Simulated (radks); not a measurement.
Spin polarisation of the 5p5 shell in the barium ion Ba3+. Start: [Kr] 4d10 5s2 5p(up 2.5, down 2.5); electrons of 5p are moved from spin down to spin up, other shells keep equal spins. All-electron calculation, scalar-relativistic Kohn-Sham, PBE, spin-polarised, spherical densities, finite nucleus; Fermi nuclear charge, rms radius of each element as measured or else 0.836 A^(1/3) + 0.57 fm. Program: a radial shooting solver on a logarithmic mesh with Libxc functionals.

| moment (Bohr magnetons) | E - E(0) (eV) | e(5p up) (eV) | e(5p down) (eV) | 5s down minus up (eV) |
|---|---|---|---|---|
| 0 | 0.000 | -42.149 | -42.149 | 0.000 |
| 0.25 | -0.013 | -42.256 | -42.039 | 0.211 |
| 0.5 | -0.054 | -42.359 | -41.927 | 0.421 |
| 0.75 | -0.122 | -42.459 | -41.810 | 0.632 |
| 1 | -0.216 | -42.557 | -41.690 | 0.844 |

At moment 1 the spin-polarisation energy is -0.216 eV and the 5p exchange splitting 0.866 eV, that is 0.866 eV per Bohr magneton; E = -I m^2/4 would give I = 0.865 eV.
